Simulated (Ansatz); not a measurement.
A further run on In₂N₃⁻.

```yaml
crystal:
  periodic: [false, false, false]
  atoms:
    - {symbol: In, position_ang: [-1.547659, 0.298593, -0.143606]}
    - {symbol: In, position_ang: [2.869500, -0.916217, -0.509150]}
    - {symbol: N, position_ang: [1.358807, 0.155356, 1.035205]}
    - {symbol: N, position_ang: [-3.398020, 0.602045, -0.451604]}
    - {symbol: N, position_ang: [0.717371, -0.139777, 0.069165]}
basis:
  gaussian: {orbitals: def2-TZVPP}
total_charge: -1
magnetization: {spin_polarized: false, initial_magnetization: 2}
hamiltonian: {xc: {name: PBE}}
scf: {omitted_lower_state_checks: [starts]}
output: {forces: true}
```

```sh
$ ansatz run in.yaml --threads 4 --pin off --events-out ev --progress --plain --max-ram 4787MiB
```

It prints (some lines left out):

```
Functional definition: PBE
1241 factors; their error is unknown
mean field evaluation 1: about -14788.0740 eV, gradient 9.0e1 eV
mean field evaluation 2: about -14409.1995 eV, gradient 2.2e2 eV
mean field evaluation 4: about -14780.4194 eV, gradient 1.1e2 eV
mean field evaluation 8: about -14796.6046 eV, gradient 7.1e1 eV
mean field evaluation 16: about -14811.8697 eV, gradient 1.9e-1 eV
mean field evaluation 32: about -14811.9515 eV, gradient 2.4e-3 eV
mean field -14811.95150066 eV, -544.3291777481 hartree, gradient 2.6e-6 eV, S^2 2.000000; 0 other end points of the search recorded, 0 dependent functions left out
reference -14811.95155008 eV, -544.3291795640 hartree; 33, 31 occupied and 160, 162 virtual orbitals, 1241 factors
Total energy: -14811.95155008 eV, -544.3291795640 hartree
Atom 0 at    -1.547659     0.298593    -0.143606 Å, force    -0.092913    -0.044336    -0.116311 eV/Å
Atom 1 at     2.869500    -0.916217    -0.509150 Å, force     0.981668    -0.658682    -0.910584 eV/Å
Atom 2 at     1.358807     0.155356     1.035205 Å, force    -1.230848     0.293859     0.014890 eV/Å
Atom 3 at    -3.398020     0.602045    -0.451604 Å, force    -0.063963     0.020653     0.004127 eV/Å
Atom 4 at     0.717371    -0.139777     0.069165 Å, force     0.406056     0.388506     1.007878 eV/Å
Dipole moment:     1.403963    -0.289250     0.097952 e Å
Checks for a lower state left out: starts
```

It took 12 s on 4 threads of Arm Neoverse V1 on a shared host.

In the def2 sets In takes a core potential; there is no spin–orbit coupling. The highest occupied level of an anion often lies above zero with these methods, and sets without diffuse functions describe the outer electron poorly.

With spin_polarized false and unpaired electrons the run is restricted open-shell.

The dipole of an ion depends on the origin.
